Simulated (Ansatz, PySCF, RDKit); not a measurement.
Pair of molecules: CH4OSe (SMILES CO[SeH]) (first 7 atoms) with CH4 (SMILES C); geometry from B3LYP-D3(BJ)/def2-TZVP, rigid monomers moved along the line of their centres of mass till O2···H12 is 3.76 Å.
(charge 0, multiplicity 1):
```tsv
atom	x (Å)	y (Å)	z (Å)
C	1.8353	0.8063	0.8019
O	0.4378	0.7690	0.5231
Se	-0.2413	-0.8850	0.2262
H	2.0930	0.1789	1.6584
H	2.0649	1.8478	1.0322
H	2.4225	0.4897	-0.0653
H	0.1688	-0.9781	-1.1963
C	-0.1041	0.1271	5.0249
H	0.1507	-0.8528	4.6220
H	-0.9689	0.0340	5.6804
H	0.7408	0.5145	5.5933
H	-0.3360	0.8073	4.2070
```

Monomers are frozen at their geometry in the pair; levels with a basis set take the counterpoise correction. Rows marked so take none. RDKit's UFF carries no charges.

Frozen-core correlation. Filled d and f shells under p-block atoms count as core. Rows in 3-21G, 6-31G* carry no dispersion term and start afresh at each structure (6-31G* with six Cartesian d functions); the Pople sets are all-electron and without relativity. MP2/6-31G* freezes PySCF's default core, which leaves 3d correlated.

Run with Ansatz (an electronic-structure program); PySCF for 3-21G rows, 6-31G* rows, the dispersion terms; RDKit for the force fields. 

```json
[
 {"level": "UFF", "interaction energy (kcal/mol)": "-0.57"},
 {"level": "HF/6-31G*", "interaction energy (kcal/mol)": "-0.04"},
 {"level": "PBE/def2-TZVPPD", "interaction energy (kcal/mol)": "-0.27"},
 {"level": "B3LYP/3-21G (no counterpoise)", "interaction energy (kcal/mol)": "-0.15"},
 {"level": "PBE0-D3(BJ)/def2-TZVPPD", "interaction energy (kcal/mol)": "-0.68"},
 {"level": "PBE0-D4/def2-TZVPPD", "interaction energy (kcal/mol)": "-0.67"},
 {"level": "MP2/6-31G* (no counterpoise)", "interaction energy (kcal/mol)": "-0.48"},
 {"level": "SCS-MP2/aug-cc-pVDZ", "interaction energy (kcal/mol)": "[?]"},
 {"level": "CCSD(T)/aug-cc-pVDZ", "interaction energy (kcal/mol)": "-0.50"}
]
```

Q: Fill in the missing entries.

A: 
- SCS-MP2/aug-cc-pVDZ, interaction energy (kcal/mol): -0.40
